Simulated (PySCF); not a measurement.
Simulation results for AlBFO, AlBH$_{2}$O$_{2}$, CH$_{4}$AlOSi

Computed with PySCF 2.14.0. Calculation on a computer-drawn molecule: the log of a Hartree-Fock and frozen-core CCSD(T) single point meant for a local Hartree-Fock minimum, with one planted fault or none, to be diagnosed. Offsets are logged minus clean, where the clean run is the same molecule without the fault. The reference is restricted for singlets and unrestricted otherwise, and also for a bond in bohr or an excited solution. Adding or removing an electron swaps singlet and doublet. The excited solution moves the top pair (singlet) or top alpha electron (doublet) to the lowest empty orbital. Highest occupied and lowest empty are orbital energies over both spins, largest force is the largest gradient component, triples share is (T) over the correlation energy, the T1 limit is 0.02 restricted and 0.045 unrestricted, electrons count all cores, a negative frequency is imaginary (commonest isotopes), and the dipole is about the centre of nuclear charge.

Common to all runs: meant basis cc-pV(D+d)Z; logged SCF converged yes; possible faults no fault, one electron removed, one electron added, multiplicity raised by two, geometry at a saddle point, SCF held on an excited solution, minimal basis STO-3G, one bond length entered in bohr, all coordinates scaled.

(1) 
```xyz
4
formula=AlBFO meant_charge=1 meant_multiplicity=1 logged_electrons=34 logged_basis_functions=65 logged_spin_squared=0 logged_highest_occupied=-10.684 logged_lowest_empty=-12.775 logged_largest_force=0.3004 logged_CC_converged=no logged_dipole_magnitude=6.3063 logged_SCF_stable_within_its_kind=no logged_energy_HF=-440.14547 planted_fault=SCF_held_on_an_excited_solution HF_energy_offset_from_clean_run=270
O     -2.4869    -0.2932     0.8054
Al    -1.2015     0.1303     0.0284
B      0.6288     0.7329    -1.0781
F      1.6321     1.0633    -1.6846
```

Units: logged_highest_occupied, logged_lowest_empty in eV; logged_largest_force in hartree/bohr; logged_dipole_magnitude in debye; logged_energy_HF in hartree; HF_energy_offset_from_clean_run in kcal/mol.

Drawn bonds:
```tsv
atom	other atom	order
1	2	2
2	3	1
3	4	1
```

Notes: CCSD not converged.

(2) 
```xyz
6
formula=AlBH2O2 meant_charge=0 meant_multiplicity=1 logged_electrons=36 logged_basis_functions=75 logged_spin_squared=0 logged_highest_occupied=-10.503 logged_lowest_empty=0.66199 logged_largest_force=1.255e-05 logged_lowest_frequency=120.94 logged_T1_diagnostic=0.029454 logged_D1_diagnostic=0.083045 logged_triples_share=0.034069 logged_CC_converged=yes logged_dipole_magnitude=5.6703 logged_SCF_stable_within_its_kind=yes logged_energy_HF=-417.50567 logged_energy_CCSD(T)=-418.065 planted_fault=no_fault HF_energy_offset_from_clean_run=0 CCSD(T)_energy_offset_from_clean_run=0
O      1.1589     1.4727    -2.9138
Al     1.7004     1.1053    -1.4816
B      2.4435     0.6037     0.5042
O      1.9674     1.1074     1.6502
H      3.3455    -0.1797     0.6000
H      1.2563     1.7261     1.5894
```

Units: logged_highest_occupied, logged_lowest_empty in eV; logged_largest_force in hartree/bohr; logged_lowest_frequency in cm⁻¹; logged_dipole_magnitude in debye; logged_energy_HF, logged_energy_CCSD(T) in hartree; HF_energy_offset_from_clean_run, CCSD(T)_energy_offset_from_clean_run in kcal/mol.

Drawn bonds:
```tsv
atom	other atom	order
1	2	2
2	3	1
3	4	1
3	5	1
4	6	1
```

Notes: T1 above single-reference limit.

(3) 
```xyz
6
formula=AlBH2O2 meant_charge=0 meant_multiplicity=1 logged_electrons=36 logged_basis_functions=75 logged_spin_squared=0 logged_highest_occupied=-4.3873 logged_lowest_empty=-6.7134 logged_largest_force=0.26697 logged_CC_converged=no logged_dipole_magnitude=6.0022 logged_SCF_stable_within_its_kind=no logged_energy_HF=-417.01224 planted_fault=SCF_held_on_an_excited_solution HF_energy_offset_from_clean_run=309.6
O      1.1589     1.4727    -2.9138
Al     1.7004     1.1053    -1.4816
B      2.4435     0.6037     0.5042
O      1.9674     1.1074     1.6502
H      3.3455    -0.1797     0.6000
H      1.2563     1.7261     1.5894
```

Units: logged_highest_occupied, logged_lowest_empty in eV; logged_largest_force in hartree/bohr; logged_dipole_magnitude in debye; logged_energy_HF in hartree; HF_energy_offset_from_clean_run in kcal/mol.

Drawn bonds:
```tsv
atom	other atom	order
1	2	2
2	3	1
3	4	1
3	5	1
4	6	1
```

Notes: CCSD not converged.

(4) 
```xyz
4
formula=AlBFO meant_charge=0 meant_multiplicity=2 logged_electrons=35 logged_basis_functions=65 logged_spin_squared=3.8199 logged_highest_occupied=-6.8131 logged_lowest_empty=-0.091711 logged_largest_force=0.14876 logged_T1_diagnostic=0.023361 logged_D1_diagnostic=0.076646 logged_triples_share=0.024212 logged_CC_converged=yes logged_dipole_magnitude=0.59899 logged_SCF_stable_within_its_kind=yes logged_energy_HF=-440.82298 logged_energy_CCSD(T)=-441.28805 planted_fault=multiplicity_raised_by_two HF_energy_offset_from_clean_run=27.49 CCSD(T)_energy_offset_from_clean_run=65.07
O     -0.5233     1.9169    -4.0258
Al    -0.4628     1.4768    -2.5161
B      0.0751     0.8115    -0.5382
F     -0.6391     0.6464     0.5333
```

Units: logged_highest_occupied, logged_lowest_empty in eV; logged_largest_force in hartree/bohr; logged_dipole_magnitude in debye; logged_energy_HF, logged_energy_CCSD(T) in hartree; HF_energy_offset_from_clean_run, CCSD(T)_energy_offset_from_clean_run in kcal/mol.

Drawn bonds:
```tsv
atom	other atom	order
1	2	2
2	3	1
3	4	1
```

(5) 
```xyz
8
formula=CH4AlOSi meant_charge=0 meant_multiplicity=2 logged_electrons=45 logged_basis_functions=94 logged_spin_squared=2.6156 logged_highest_occupied=-6.0884 logged_lowest_empty=0.46178 logged_largest_force=0.02082 logged_dipole_magnitude=0.81481 logged_SCF_stable_within_its_kind=yes logged_energy_HF=-645.73842 planted_fault=one_bond_length_entered_in_bohr,row_1_of_the_drawn_bonds HF_energy_offset_from_clean_run=78.9
O      2.6703    -0.7165    -2.1124
Al    -0.1634    -0.7559    -1.2081
C     -2.0129    -0.7880    -0.6240
Si    -2.5803     0.6708     0.4417
H     -2.1638    -1.7214    -0.0696
H     -2.6373    -0.8436    -1.5233
H     -2.4319     1.9427    -0.3074
H     -1.7855     0.7329     1.6927
```

Units: logged_highest_occupied, logged_lowest_empty in eV; logged_largest_force in hartree/bohr; logged_dipole_magnitude in debye; logged_energy_HF in hartree; HF_energy_offset_from_clean_run in kcal/mol.

Drawn bonds:
```tsv
atom	other atom	order
1	2	2
2	3	1
3	4	1
3	5	1
3	6	1
4	7	1
4	8	1
```

Notes: coupled-cluster numbers left out as unreliable.

(6) 
```xyz
8
formula=CH4AlOSi meant_charge=0 meant_multiplicity=2 logged_electrons=44 logged_basis_functions=94 logged_spin_squared=0 logged_highest_occupied=-14.576 logged_lowest_empty=-7.4681 logged_largest_force=0.078724 logged_T1_diagnostic=0.037717 logged_D1_diagnostic=0.13129 logged_triples_share=0.041605 logged_CC_converged=yes logged_dipole_magnitude=13.665 logged_SCF_stable_within_its_kind=yes logged_energy_HF=-645.55445 logged_energy_CCSD(T)=-646.09231 planted_fault=one_electron_removed HF_energy_offset_from_clean_run=194.3 CCSD(T)_energy_offset_from_clean_run=191.5
O      2.6703    -0.7165    -2.1124
Al     1.1708    -0.7373    -1.6339
C     -0.6787    -0.7695    -1.0498
Si    -1.2461     0.6894     0.0159
H     -0.8296    -1.7029    -0.4953
H     -1.3031    -0.8250    -1.9490
H     -1.0976     1.9613    -0.7331
H     -0.4513     0.7514     1.2670
```

Units: logged_highest_occupied, logged_lowest_empty in eV; logged_largest_force in hartree/bohr; logged_dipole_magnitude in debye; logged_energy_HF, logged_energy_CCSD(T) in hartree; HF_energy_offset_from_clean_run, CCSD(T)_energy_offset_from_clean_run in kcal/mol.

Drawn bonds:
```tsv
atom	other atom	order
1	2	2
2	3	1
3	4	1
3	5	1
3	6	1
4	7	1
4	8	1
```

Notes: T1 above single-reference limit.
